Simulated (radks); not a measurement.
Values are calculated unless marked as measured or tabulated.
Species: Tc XXVII. Configuration: [Ne] 3s2 3p5.

Code: a radial shooting solver on a logarithmic mesh with Libxc functionals. Model: non-relativistic Kohn-Sham, LB94 model potential, spin-polarised, spherical densities, point nucleus; open shells are filled with parallel spins first (spin-orbit coupling, left out, can overturn this in heavy ions); relativity is left out, which matters for an element this heavy.

Energy parts (eV):
kinetic: 102280.349
electron-nucleus: -221126.676
Hartree: 19059.791
(The LB94 potential has no energy functional, so no total or exchange-correlation energy is given.)

Orbitals (lengths in bohr, moments of r in powers of bohr; <r^-3> diverges for s and p1/2; r(max) is where P^2 peaks):
orbital,occ.,eigenvalue (eV),<r^-3>,r(max),<r^2>
1s up,1,-21642.98,-,0.02345,0.001676
1s down,1,-21643.08,-,0.02345,0.001676
2s up,1,-4070.847,-,0.1303,0.02732
2s down,1,-4070.438,-,0.1303,0.02733
2p up,3,-3863.312,2548,0.1024,0.02072
2p down,3,-3862.099,2546,0.1024,0.02074
3s up,1,-1484.912,-,0.3579,0.1658
3s down,1,-1481.562,-,0.3578,0.1657
3p up,3,-1409.832,570.7,0.3407,0.1555
3p down,2,-1406.860,573.2,0.3403,0.1553
3d up,0,-1292.809,94.83,0.2697,0.1215
3d down,0,-1291.333,95.27,0.2688,0.1210
4s up,0,-767.0928,-,0.7283,0.5922
4s down,0,-765.6228,-,0.7289,0.5935

The highest occupied level is 3p down at -1406.9 eV. The spin density at the nucleus is 0.276 e/bohr^3 (1s -1.520, 2s 3.236, 3s -1.440).
